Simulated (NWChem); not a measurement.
System: C4H5N; SMILES C(#C)/C=N/C

Parts of the log:

```
             Northwest Computational Chemistry Package (NWChem) 7.3.0
             --------------------------------------------------------

 CS  symmetry detected

                             Geometry "geometry" -> ""
                             -------------------------

 Output coordinates in angstroms (scale by  1.889725989 to convert to a.u.)

  No.       Tag          Charge          X              Y              Z
 ---- ---------------- ---------- -------------- -------------- --------------
    1 C                    6.0000    -0.16677273     2.60479449     0.00000000
    2 C                    6.0000     0.06530703     1.41446495     0.00000000
    3 C                    6.0000     0.41391604     0.02460096     0.00000000
    4 N                    7.0000    -0.45967884    -0.89708213     0.00000000
    5 C                    6.0000    -0.00531758    -2.25435673     0.00000000
    6 H                    1.0000    -0.39209142     3.65566082     0.00000000
    7 H                    1.0000     1.50287477    -0.19317138     0.00000000
    8 H                    1.0000    -0.41664427    -2.77560344    -0.88033000
    9 H                    1.0000     1.09746053    -2.36872968     0.00000000
   10 H                    1.0000    -0.41664427    -2.77560344     0.88033000

 Effective nuclear repulsion energy (a.u.)     140.3014396491

      Symmetry information
      --------------------

 Group name             Cs
 Group number              2
 Group order               2
 No. of unique centers     9

                                 NWChem DFT Module
                                 -----------------

 Summary of "ao basis" -> "ao basis" (spherical)
 ------------------------------------------------------------------------------
       Tag                 Description            Shells   Functions and Types
 ---------------- ------------------------------  ------  ---------------------
 C                           6-31g*                  6       14   3s2p1d
 N                           6-31g*                  6       14   3s2p1d
 H                           6-31g*                  2        2   2s

      Symmetry analysis of basis
      --------------------------

        a'         58
        a"         22

            General Information
            -------------------
          SCF calculation type: DFT
          Wavefunction type:  closed shell.
          No. of atoms     :    10
          No. of electrons :    36
           Alpha electrons :    18
            Beta electrons :    18
          Charge           :     0
          Spin multiplicity:     1
          Use of symmetry is: on ; symmetry adaption is: on
          Maximum number of iterations: 150
          AO basis - number of functions:    80
                     number of shells:    40
          Convergence on energy requested:  1.00D-06
          Convergence on density requested:  1.00D-05
          Convergence on gradient requested:  5.00D-04

              XC Information
              --------------
                         PBE0 Method XC Functional
                     Hartree-Fock (Exact) Exchange  0.250
          PerdewBurkeErnzerhof Exchange Functional  0.750
            Perdew 1991 LDA Correlation Functional  1.000 local
           PerdewBurkeErnz. Correlation Functional  1.000 non-local

             Grid Information
             ----------------
          Grid used for XC integration:  medium
          Radial quadrature: Mura-Knowles
          Angular quadrature: Lebedev.
          Tag              B.-S. Rad. Rad. Pts. Rad. Cut. Ang. Pts.
          ---              ---------- --------- --------- ---------
          C                   0.70       49          13.0       434
          N                   0.65       49          11.0       434
          H                   0.35       45          13.0       434
          Grid pruning is: on
          Number of quadrature shells:   425
          Spatial weights used:  Erf1

      Superposition of Atomic Density Guess
      -------------------------------------

 Sum of atomic energies:        -207.42591753

      Non-variational initial energy
      ------------------------------

 Total energy =    -210.238089
 1-e energy   =    -555.886449
 2-e energy   =     205.346920
 HOMO         =      -0.303760
 LUMO         =      -0.040034

      Symmetry analysis of molecular orbitals - initial
      -------------------------------------------------

  Numbering of irreducible representations:

     1 a'          2 a"

  Orbital symmetries:

     1 a'          2 a'          3 a'          4 a'          5 a'
     6 a'          7 a'          8 a'          9 a'         10 a'
    11 a'         12 a'         13 a"         14 a'         15 a"
    16 a'         17 a'         18 a"         19 a"         20 a'
    21 a'         22 a"         23 a'         24 a'         25 a'
    26 a"         27 a'         28 a'

     ---------------------------------------------
      Total Density - Mulliken Population Analysis
     ---------------------------------------------

    Atom       Charge   Shell Charges
 -----------   ------   -------------------------------------------------------
    1 C    6     6.43   2.00  0.75  1.86  0.71  1.09  0.03
    2 C    6     5.88   2.00  0.74  1.89  0.50  0.71  0.03
    3 C    6     5.78   2.00  0.72  1.72  0.43  0.86  0.06
    4 N    7     7.58   2.00  0.85  2.44  0.86  1.41  0.03
    5 C    6     6.44   2.00  0.71  1.95  0.64  1.09  0.05
    6 H    1     0.71   0.42  0.29
    7 H    1     0.81   0.46  0.34
    8 H    1     0.78   0.47  0.31
    9 H    1     0.80   0.47  0.33
   10 H    1     0.78   0.47  0.31

   convergence    iter        energy       DeltaE   RMS-Dens  Diis-err
 ---------------- ----- ----------------- --------- --------- ---------
 d= 0,ls=0.0,diis     1   -209.7563675551 -3.50D+02  1.57D-02  5.03D-01
 d= 0,ls=0.0,diis     2   -209.7452064342  1.12D-02  9.44D-03  6.64D-01
 d= 0,ls=0.0,diis     3   -209.8109568147 -6.58D-02  2.91D-03  9.22D-02
 d= 0,ls=0.0,diis     4   -209.8207018408 -9.75D-03  8.76D-04  7.19D-03
 d= 0,ls=0.0,diis     5   -209.8215483488 -8.47D-04  2.19D-04  3.98D-04
  Resetting Diis
 d= 0,ls=0.0,diis     6   -209.8215679848 -1.96D-05  1.33D-04  2.12D-04
 d= 0,ls=0.0,diis     7   -209.8215967877 -2.88D-05  4.34D-05  2.65D-06
 d= 0,ls=0.0,diis     8   -209.8215959861  8.02D-07  2.66D-05  8.82D-06
 d= 0,ls=0.0,diis     9   -209.8215971351 -1.15D-06  3.76D-06  1.70D-07
 d= 0,ls=0.0,diis    10   -209.8215971544 -1.92D-08  1.31D-06  1.95D-08

         Total DFT energy =     -209.821597154367
      One electron energy =     -559.584418871626
           Coulomb energy =      239.581150890929
    Exchange-Corr. energy =      -30.119768822801
 Nuclear repulsion energy =      140.301439649130

 Numeric. integr. density =       36.000002715863

                  Occupations of the irreducible representations
                  ----------------------------------------------

                     irrep           alpha         beta
                     --------     --------     --------
                     a'               15.0         15.0
                     a"                3.0          3.0

                       DFT Final Molecular Orbital Analysis
                       ------------------------------------

 Vector   16  Occ=2.000000D+00  E=-2.947415D-01  Symmetry=a'
              MO Center= -4.9D-02,  1.9D+00, -7.4D-16, r^2= 1.7D+00
   Bfn.  Coefficient  Atom+Function         Bfn.  Coefficient  Atom+Function
  ----- ------------  ---------------      ----- ------------  ---------------
     3      0.409217   1 C  px               17      0.397503   2 C  px
     7      0.258147   1 C  px               21      0.203532   2 C  px
    48      0.151223   4 N  s                22      0.123846   2 C  py
    18      0.091890   2 C  py                8      0.091161   1 C  py
    46      0.085518   4 N  py                4      0.079644   1 C  py

 Vector   17  Occ=2.000000D+00  E=-2.732470D-01  Symmetry=a"
              MO Center= -1.4D-01,  8.7D-01,  2.9D-13, r^2= 4.0D+00
   Bfn.  Coefficient  Atom+Function         Bfn.  Coefficient  Atom+Function
  ----- ------------  ---------------      ----- ------------  ---------------
     5      0.359089   1 C  pz               47     -0.311423   4 N  pz
    19      0.298794   2 C  pz                9      0.240241   1 C  pz
    51     -0.227285   4 N  pz               33     -0.187363   3 C  pz
    23      0.182081   2 C  pz               37     -0.131963   3 C  pz
    76     -0.114215   8 H  s                80      0.114215  10 H  s

 Vector   18  Occ=2.000000D+00  E=-2.723804D-01  Symmetry=a'
              MO Center= -2.7D-01, -8.8D-01, -3.0D-13, r^2= 1.9D+00
   Bfn.  Coefficient  Atom+Function         Bfn.  Coefficient  Atom+Function
  ----- ------------  ---------------      ----- ------------  ---------------
    45      0.500531   4 N  px               49      0.367066   4 N  px
    48     -0.291892   4 N  s                74     -0.235705   7 H  s
    78     -0.204350   9 H  s                22     -0.176022   2 C  py
    31     -0.149618   3 C  px               44     -0.142582   4 N  s
    73     -0.140271   7 H  s                59     -0.136214   5 C  px

 Vector   19  Occ=0.000000D+00  E=-3.550019D-02  Symmetry=a"
              MO Center= -5.7D-02,  3.6D-01, -2.0D-16, r^2= 3.6D+00
   Bfn.  Coefficient  Atom+Function         Bfn.  Coefficient  Atom+Function
  ----- ------------  ---------------      ----- ------------  ---------------
    51      0.442917   4 N  pz               47      0.405028   4 N  pz
    37     -0.386391   3 C  pz                9      0.364236   1 C  pz
    33     -0.338961   3 C  pz                5      0.299255   1 C  pz
    23     -0.198871   2 C  pz               76      0.169276   8 H  s
    80     -0.169276  10 H  s                19     -0.154603   2 C  pz

 Vector   20  Occ=0.000000D+00  E= 4.645597D-02  Symmetry=a'
              MO Center=  8.0D-02,  1.5D+00,  1.2D-16, r^2= 3.3D+00
   Bfn.  Coefficient  Atom+Function         Bfn.  Coefficient  Atom+Function
  ----- ------------  ---------------      ----- ------------  ---------------
     7      0.591543   1 C  px               48     -0.532637   4 N  s
    21     -0.485480   2 C  px               74      0.469415   7 H  s
    17     -0.388284   2 C  px                3      0.378660   1 C  px
    35     -0.247539   3 C  px               36     -0.234514   3 C  py
    22     -0.219962   2 C  py               64      0.217918   5 C  py

 Vector   21  Occ=0.000000D+00  E= 1.232169D-01  Symmetry=a'
              MO Center=  2.1D-01,  2.1D-01, -1.6D-13, r^2= 1.1D+01
   Bfn.  Coefficient  Atom+Function         Bfn.  Coefficient  Atom+Function
  ----- ------------  ---------------      ----- ------------  ---------------
    62      1.569180   5 C  s                72     -1.381696   6 H  s
     8      1.082195   1 C  py               34      0.941304   3 C  s
    78     -0.810934   9 H  s                22      0.731263   2 C  py
    76     -0.720555   8 H  s                80     -0.720555  10 H  s
    74     -0.644330   7 H  s                21     -0.396855   2 C  px

     ---------------------------------------------
      Total Density - Mulliken Population Analysis
     ---------------------------------------------

    Atom       Charge   Shell Charges
 -----------   ------   -------------------------------------------------------
    1 C    6     6.49   2.00  0.69  1.97  0.67  1.14  0.02
    2 C    6     5.70   2.00  0.69  2.01  0.44  0.53  0.03
    3 C    6     6.09   2.00  0.69  2.03  0.45  0.86  0.06
    4 N    7     7.29   2.00  0.81  2.38  0.89  1.19  0.04
    5 C    6     6.40   2.00  0.67  2.10  0.63  0.96  0.05
    6 H    1     0.75   0.50  0.25
    7 H    1     0.83   0.52  0.31
    8 H    1     0.80   0.52  0.28
    9 H    1     0.85   0.52  0.33
   10 H    1     0.80   0.52  0.28

     -------------------------------------------
      Total Density - Lowdin Population Analysis
     -------------------------------------------

    Atom       Charge   Shell Charges
 -----------   ------   -------------------------------------------------------
    1 C    6     6.17   1.99  0.56  1.79  0.46  1.32  0.05
    2 C    6     6.03   1.99  0.54  1.79  0.40  1.24  0.07
    3 C    6     6.08   1.99  0.53  1.82  0.40  1.20  0.14
    4 N    7     7.12   1.99  0.71  2.23  0.56  1.54  0.09
    5 C    6     6.31   1.99  0.55  1.89  0.44  1.35  0.10
    6 H    1     0.82   0.46  0.36
    7 H    1     0.88   0.49  0.38
    8 H    1     0.85   0.49  0.36
    9 H    1     0.89   0.50  0.39
   10 H    1     0.85   0.49  0.36

     Multipole analysis of the density
     ---------------------------------

     L   x y z        total         alpha         beta         nuclear
     -   - - -        -----         -----         ----         -------
     0   0 0 0     -0.000000    -18.000000    -18.000000     36.000000

     1   1 0 0      0.534195      0.267097      0.267097      0.000000
     1   0 1 0     -0.069329     -0.034665     -0.034665     -0.000000
     1   0 0 1     -0.000000     -0.000000     -0.000000      0.000000

     2   2 0 0    -22.925178    -23.360844    -23.360844     23.796511
     2   1 1 0     -1.194638      1.264936      1.264936     -3.724509
     2   1 0 1      0.000000      0.000000      0.000000      0.000000
     2   0 2 0    -14.950596   -227.566534   -227.566534    440.182472
     2   0 1 1      0.000000      0.000000      0.000000      0.000000
     2   0 0 2    -22.627465    -14.081239    -14.081239      5.535013
```

Level: PBE0/6-31G* (spherical d). Structure relaxed at the PBE0/def2-SVP level.

### Question
Which NWChem input produces such a log?

### Answer
This is not unique; one that fits is the input that was run:
```
start job
memory heap 200 mb stack 900 mb global 1100 mb
geometry units angstroms noautoz
  C     -0.171840     2.609585     0.000000
  C      0.057388     1.418703     0.000000
  C      0.402667     0.028008     0.000000
  N     -0.473133    -0.891580     0.000000
  C     -0.022024    -2.249939     0.000000
  H     -0.394641     3.660988     0.000000
  H      1.491101    -0.192372     0.000000
  H     -0.434598    -2.770199    -0.880330
  H      1.080477    -2.366953     0.000000
  H     -0.434598    -2.770199     0.880330
end
basis spherical
  C library 6-31g*
  N library 6-31g*
  H library 6-31g*
end
dft
  xc pbe0
  iterations 150
  mulliken
end
task dft energy
```
